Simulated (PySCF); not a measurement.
This PySCF input asks for the spin–spin couplings of `[H][Ti]([F])([F])[F]`, F3HTi; the geometry comes from PBE0-D3(BJ)/def2-SVP.

```python
import basis_set_exchange as bse
import numpy as np
from pyscf import gto, dft
from pyscf.data import nist
from pyscf.prop import ssc

atoms = """
Ti    0.004481    0.000527   -0.049028
H    -0.140081   -0.009421    1.613135
F     1.696954    0.017682   -0.379641
F    -0.795376    1.431514   -0.584059
F    -0.765977   -1.440302   -0.600407
"""
names = {"Ti": "pcSseg-1", "H": "pcJ-1", "F": "pcJ-1"}
basis = {el: gto.basis.parse(bse.get_basis(n, elements=[el], fmt="nwchem")) for el, n in names.items()}
mol = gto.M(atom=atoms, basis=basis, charge=0, verbose=0)
mf = dft.RKS(mol, xc="PBE")
mf.grids.level = 2
mf.grids.alignment = dft.numint.BLKSIZE   # the property module wants whole blocks of grid points
mf.conv_tol = 1e-9
mf.kernel()

sc = ssc.RKS(mf)
sc.with_fcsd = True   # Fermi contact and spin-dipole together
sc.max_cycle_cphf = 60
g = {"F": 5.257736, "H": 5.58569468}   # nuclear g factors of 19F, 1H
sc.nuc_pair = [(i, j) for i in range(mol.natm) for j in range(i + 1, mol.natm)
               if mol.atom_pure_symbol(i) in g and mol.atom_pure_symbol(j) in g]
K = sc.kernel()
unit = nist.HARTREE2J / nist.PLANCK * (0.5 * nist.E_MASS / nist.PROTON_MASS) ** 2
for (i, j), k in zip(sc.nuc_pair, K):
    a, b = mol.atom_pure_symbol(i), mol.atom_pure_symbol(j)
    J = unit * g[a] * g[b] * np.trace(k) / 3
    if abs(J) >= 1:
        print("%s%d %s%d %8.1f Hz" % (a, i, b, j, J))
```

Task: Give the expected output.

Result: 
```
F2 F3     44.0 Hz
F2 F4     44.1 Hz
F3 F4     44.2 Hz
```

These numbers come from an equivalent density-fitted implementation of the same equations, which agrees with the script to about 0.1 Hz, so last digits may differ.

Size and cost of the density-fitted run: 136 basis functions, 9.5 s wall time on 1 thread of an Arm Neoverse V1, shared host.
